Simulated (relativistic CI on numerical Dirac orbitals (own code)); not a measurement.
## Line list: Forbidden lines, Re XLIX

Method of calculation: Dirac-Coulomb-Breit CI, separate exchange-only KLI orbitals for each configuration, a model potential for QED, unscaled Slater integrals (own radial code, finite nucleus).

Configurations in the expansion (outside the closed core [Ne]): 3s²3p⁶3d⁹, 3s²3p⁵3d¹⁰, 3s3p⁶3d¹⁰, 3s²3p⁶3d⁸4s, 3s²3p⁶3d⁸4p, 3s²3p⁴3d¹⁰4s, 3s²3p⁶3d⁸4d, 3s²3p⁴3d¹⁰4p, 3s²3p⁵3d⁹4s, 3s²3p⁶3d⁸4f, 3s²3p⁴3d¹⁰4d, 3s3p⁵3d¹⁰4s, 3s²3p⁵3d⁹4p, 3s3p⁵3d¹⁰4p, 3s²3p⁶3d⁷4s², 3s²3p⁵3d⁹4d. Levels of other configurations are missing.

| λ vac (nm) | Lower | Upper | Type | A (s⁻¹) | E lower (eV) | E upper (eV) |
| --- | --- | --- | --- | --- | --- | --- |
| 0.56185 | 3s²3p⁶3d⁹ ²D5/2 [1] | 3s²3p⁵3d⁹4p ²G9/2 [154] | E2 | 3.61e+10 | 0.00 | 2206.72 |
| 0.58296 | 3s²3p⁶3d⁹ ²D3/2 [2] | 3s²3p⁶3d⁸4d ⁴P1/2 [140] | E2 | 1.77e+10 | 71.24 | 2198.06 |
| 0.58317 | 3s²3p⁶3d⁹ ²D3/2 [2] | 3s²3p⁶3d⁸4d ²F7/2 [138] | E2 | 6.93e+09 | 71.24 | 2197.26 |
| 0.58376 | 3s²3p⁶3d⁹ ²D3/2 [2] | 3s²3p⁶3d⁸4d ²D3/2 [136] | E2 | 2.68e+10 | 71.24 | 2195.13 |
| 0.58506 | 3s²3p⁶3d⁹ ²D5/2 [1] | 3s²3p⁶3d⁸4d ²P1/2 [106] | E2 | 8.10e+09 | 0.00 | 2119.17 |
| 0.59553 | 3s²3p⁶3d⁹ ²D5/2 [1] | 3s²3p⁶3d⁸4d ²D5/2 [87] | E2 | 6.99e+09 | 0.00 | 2081.92 |
| 0.59971 | 3s²3p⁶3d⁹ ²D3/2 [2] | 3s²3p⁶3d⁸4d ²F7/2 [123] | E2 | 1.82e+10 | 71.24 | 2138.65 |
| 0.60012 | 3s²3p⁶3d⁹ ²D3/2 [2] | 3s²3p⁶3d⁸4d ²P3/2 [121] | E2 | 1.43e+10 | 71.24 | 2137.24 |
| 0.60033 | 3s²3p⁶3d⁹ ²D5/2 [1] | 3s²3p⁶3d⁸4d ²P3/2 [85] | E2 | 3.12e+10 | 0.00 | 2065.26 |
| 0.60056 | 3s²3p⁶3d⁹ ²D3/2 [2] | 3s²3p⁶3d⁸4d ²F5/2 [119] | E2 | 2.41e+10 | 71.24 | 2135.71 |
| 0.60090 | 3s²3p⁶3d⁹ ²D5/2 [1] | 3s²3p⁶3d⁸4d ²P1/2 [84] | E2 | 1.39e+10 | 0.00 | 2063.30 |
| 0.60130 | 3s²3p⁶3d⁹ ²D3/2 [2] | 3s²3p⁶3d⁸4d ²P1/2 [117] | E2 | 2.20e+10 | 71.24 | 2133.18 |
| 0.60202 | 3s²3p⁶3d⁹ ²D5/2 [1] | 3s²3p⁶3d⁸4d ²F7/2 [82] | E2 | 1.36e+10 | 0.00 | 2059.48 |
| 0.60279 | 3s²3p⁶3d⁹ ²D3/2 [2] | 3s²3p⁶3d⁸4d ⁴D7/2 [113] | E2 | 7.60e+09 | 71.24 | 2128.07 |
| 0.60297 | 3s²3p⁶3d⁹ ²D5/2 [1] | 3s²3p⁶3d⁸4d ²D5/2 [81] | E2 | 1.64e+10 | 0.00 | 2056.22 |
| 0.60370 | 3s²3p⁶3d⁹ ²D5/2 [1] | 3s²3p⁶3d⁸4d ⁴F9/2 [79] | E2 | 2.25e+10 | 0.00 | 2053.75 |
| 0.60432 | 3s²3p⁶3d⁹ ²D3/2 [2] | 3s²3p⁶3d⁸4d ⁴P3/2 [111] | E2 | 1.39e+10 | 71.24 | 2122.87 |
| 0.60501 | 3s²3p⁶3d⁹ ²D5/2 [1] | 3s²3p⁶3d⁸4d ²P3/2 [75] | E2 | 1.51e+10 | 0.00 | 2049.29 |
| 0.70813 | 3s²3p⁶3d⁹ ²D5/2 [1] | 3s²3p⁶3d⁸4s ²G9/2 [16] | E2 | 5.93e+09 | 0.00 | 1750.86 |
| 0.70827 | 3s²3p⁶3d⁹ ²D5/2 [1] | 3s²3p⁶3d⁸4s ⁴P3/2 [15] | E2 | 4.42e+09 | 0.00 | 1750.51 |
| 0.71041 | 3s²3p⁶3d⁹ ²D5/2 [1] | 3s²3p⁶3d⁸4s ⁴P5/2 [13] | E2 | 3.92e+09 | 0.00 | 1745.24 |
| 0.71177 | 3s²3p⁶3d⁹ ²D3/2 [2] | 3s²3p⁶3d⁸4s ²F5/2 [25] | E2 | 9.03e+09 | 71.24 | 1813.14 |
| 0.71441 | 3s²3p⁶3d⁹ ²D5/2 [1] | 3s²3p⁶3d⁸4s ⁴F7/2 [11] | E2 | 4.70e+09 | 0.00 | 1735.47 |
| 0.73742 | 3s²3p⁶3d⁹ ²D3/2 [2] | 3s²3p⁶3d⁸4s ²P1/2 [18] | E2 | 7.71e+09 | 71.24 | 1752.56 |
| 0.73789 | 3s²3p⁶3d⁹ ²D3/2 [2] | 3s²3p⁶3d⁸4s ²G7/2 [17] | E2 | 7.51e+09 | 71.24 | 1751.49 |
| 0.73948 | 3s²3p⁶3d⁹ ²D5/2 [1] | 3s²3p⁶3d⁸4s ²D3/2 [9] | E2 | 9.63e+09 | 0.00 | 1676.65 |
| 0.74013 | 3s²3p⁶3d⁹ ²D5/2 [1] | 3s²3p⁶3d⁸4s ²D5/2 [8] | E2 | 3.90e+09 | 0.00 | 1675.16 |
| 0.74033 | 3s²3p⁶3d⁹ ²D3/2 [2] | 3s²3p⁶3d⁸4s ⁴P3/2 [14] | E2 | 4.16e+09 | 71.24 | 1745.97 |
| 0.74322 | 3s²3p⁶3d⁹ ²D5/2 [1] | 3s²3p⁶3d⁸4s ²F7/2 [7] | E2 | 1.27e+10 | 0.00 | 1668.20 |
| 0.74465 | 3s²3p⁶3d⁹ ²D3/2 [2] | 3s²3p⁶3d⁸4s ⁴F5/2 [12] | E2 | 5.45e+09 | 71.24 | 1736.24 |

Terms are leading LS components. Brackets give the number of a level in order of energy, since labels repeat. The list gives strong lines, with weight on those to low levels, among the lowest 200 of 499 levels, so that lines to higher ones, which can be the strongest, are missing. Levels whose partners in the same complex of configurations lie outside the list can be far off, and so can their lines. Rates are taken at the computed energies, electric ones in the length gauge.

At this charge energies of transitions that change n are usually good to better than 1 %, and those within a shell (Δn = 0) to a few per cent.

LS names give the leading component of a level, which can be under half, so a name can repeat, a term be missing and a line seem to break the LS rules.
